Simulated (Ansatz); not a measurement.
Method: frozen-core CCSD(T)/def2-TZVPP // PBE0-D3(BJ)/def2-TZVP run with Ansatz (a quantum-chemistry and plane-wave program).

Ansatz 0.2 input:
```yaml
crystal:
  periodic: [false, false, false]
  atoms:
    - { symbol: Sb, position_ang: [0.0028, -0.004951, 0.721085] }
    - { symbol: H, position_ang: [-0.972147, -1.02196, -0.243629] }
    - { symbol: H, position_ang: [-0.401802, 1.354524, -0.229511] }
    - { symbol: H, position_ang: [1.371148, -0.327612, -0.247946] }
basis:
  gaussian: { orbitals: def2-TZVPP }
correlation:
  method: ccsd_t
```

Output:

```
Functional definition: HF
680 factors; integrals over basis functions are off by at most 7.6e-4 eV
mean field evaluation 1: about -6556.9587 eV, gradient 8.1e0 eV
mean field evaluation 2: about -6556.9629 eV, gradient 8.1e0 eV
mean field evaluation 4: about -6557.4107 eV, gradient 7.4e-1 eV
mean field evaluation 8: about -6557.4123 eV, gradient 1.4e-3 eV
mean field evaluation 16: about -6557.4109 eV, gradient 1.9e-1 eV
mean field -6557.41231643 eV, -240.9804578551 hartree, gradient 9.3e-7 eV, S^2 0.000000; 0 other end points of the search recorded, 0 dependent functions left out
4 core orbitals not correlated
reference -6557.41231643 eV, -240.9804578551 hartree; 9, 9 occupied and 79, 79 virtual orbitals, 680 factors
second order -10.02257371 eV of doubles, -0.00000000 eV of singles
cycle   1  -9.97606214 eV  change    4.7e-2 eV  update   7.7e-2
cycle   2  -10.28795435 eV  change   -3.1e-1 eV  update   2.4e-2
cycle   3  -10.31489019 eV  change   -2.7e-2 eV  update   1.1e-2
cycle   4  -10.30800567 eV  change    6.9e-3 eV  update   3.1e-3
cycle   5  -10.30883853 eV  change   -8.3e-4 eV  update   9.7e-4
cycle   6  -10.30864348 eV  change    2.0e-4 eV  update   2.7e-4
cycle   7  -10.30861639 eV  change    2.7e-5 eV  update   7.1e-5
cycle   8  -10.30864371 eV  change   -2.7e-5 eV  update   2.3e-5
cycle   9  -10.30864224 eV  change    1.5e-6 eV  update   5.4e-6
perturbative correction -0.26342764 eV, -0.0096807874 hartree
Total energy: -6567.98438631 eV, -241.3689742573 hartree
```

Cost: about 5 core-seconds (a rough figure).
